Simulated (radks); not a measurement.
The numbers below are computed, except where a source is named.
Isoelectronic series with 41 electrons, each ion in its NIST ground configuration. Level of theory: scalar-relativistic Kohn-Sham, r2SCAN, spin-polarised, spherical densities, finite nucleus; open shells are filled with parallel spins first (spin-orbit coupling, left out, can overturn this in heavy ions); meta-GGA in the generalised Kohn-Sham scheme; Fermi nuclear charge, rms radius of each element as measured or else 0.836 A^(1/3) + 0.57 fm (a radial shooting solver on a logarithmic mesh with Libxc functionals). Total energies (hartree) and mean radii <r> (bohr) (* marks an orbital that is empty in some or all of the ions):

ion    configuration  E (hartree)  4d down*   4d up  4p down
Ta32+       [Kr] 4d5  -15058.5003    0.4409  0.4402   0.4379
W33+        [Kr] 4d5  -15549.4526    0.4313  0.4306   0.4289
Re34+       [Kr] 4d5  -16049.7214    0.4221  0.4214   0.4202
Os35+       [Kr] 4d5  -16559.3602    0.4133  0.4127   0.4119
Ir36+       [Kr] 4d5  -17078.5553    0.4048  0.4043   0.4039
Pt37+       [Kr] 4d5  -17607.3292    0.3967  0.3962   0.3962
Au38+       [Kr] 4d5  -18145.8401    0.3890  0.3884   0.3887
Hg39+       [Kr] 4d5  -18694.1625    0.3815  0.3810   0.3816
Tl40+       [Kr] 4d5  -19252.4593    0.3743  0.3738   0.3746
